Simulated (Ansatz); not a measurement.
Ag3H4⁻ (the lowest singlet isomer of a short search), 7 atoms. Hardware: 4 threads of Arm Neoverse V2 on a shared host.

In the def2 sets Ag takes a core potential; there is no spin–orbit coupling. Correlated methods freeze no core orbitals; core or outer-core shells of Ag are correlated, in sets that lack core-valence functions.

Question: How many basis functions does each of these Ansatz runs have, and roughly what does it cost? PBE0-D4/def2-TZVPD, charge -1 singlet, energy and forces, from earlier orbitals; PBE0-D4/def2-SVPD, charge -1 singlet, energy, from earlier orbitals; PBE-D4/def2-TZVPD, charge 0 doublet at the geometry of the charge -1 singlet, energy, from earlier orbitals; r2SCAN-D4/def2-TZVPD, charge -1 triplet at the geometry of the charge -1 singlet, energy, from earlier orbitals; CAM-B3LYP-D4/def2-TZVPD, charge -1 singlet, energy, from earlier orbitals; HSE06-D4/def2-TZVPD, charge -1 singlet, energy, from earlier orbitals; r2SCAN0-D4/def2-TZVPD, charge -1 singlet, energy, from earlier orbitals; PBE-D4/def2-SVPD, charge -1 singlet, energy, from earlier orbitals; CCSD(T)/def2-TZVPD, charge -1 singlet, energy, from earlier orbitals; PBE-D4/def2-TZVPD, charge -1 triplet at the geometry of the charge -1 singlet, energy, from earlier orbitals; PBE0-D4/def2-TZVPD, charge 0 doublet at the geometry of the charge -1 singlet, energy, from earlier orbitals; r2SCAN-D4/def2-TZVPD, charge 0 doublet at the geometry of the charge -1 singlet, energy, from earlier orbitals.

Answer: Other jobs shared the machine, so times can vary by a factor of up to 3. A dash marks memory too small to be measured apart from the calling script's.

```csv
run,functions,fitting or Cholesky vectors,wall time,peak host memory (GiB)
"PBE-D4/def2-SVPD, charge -1 singlet, energy, from earlier orbitals",134,1096,1.3 s,–
"PBE0-D4/def2-SVPD, charge -1 singlet, energy, from earlier orbitals",134,1312,1.6 s,–
"HSE06-D4/def2-TZVPD, charge -1 singlet, energy, from earlier orbitals",156,1362,1.9 s,–
"CAM-B3LYP-D4/def2-TZVPD, charge -1 singlet, energy, from earlier orbitals",156,1278,1.9 s,–
"PBE0-D4/def2-TZVPD, charge -1 singlet, energy and forces, from earlier orbitals",156,1362,2.8 s,–
"PBE-D4/def2-TZVPD, charge 0 doublet at the geometry of the charge -1 singlet, energy, from earlier orbitals",156,1263,2.9 s,–
"r2SCAN0-D4/def2-TZVPD, charge -1 singlet, energy, from earlier orbitals",156,1362,3.5 s,–
"PBE0-D4/def2-TZVPD, charge 0 doublet at the geometry of the charge -1 singlet, energy, from earlier orbitals",156,1362,3.7 s,–
"PBE-D4/def2-TZVPD, charge -1 triplet at the geometry of the charge -1 singlet, energy, from earlier orbitals",156,1263,6 s,–
"r2SCAN-D4/def2-TZVPD, charge 0 doublet at the geometry of the charge -1 singlet, energy, from earlier orbitals",156,1263,7 s,–
"r2SCAN-D4/def2-TZVPD, charge -1 triplet at the geometry of the charge -1 singlet, energy, from earlier orbitals",156,1263,20 s,–
"CCSD(T)/def2-TZVPD, charge -1 singlet, energy, from earlier orbitals",156,1474,2.2 min,2.3
```
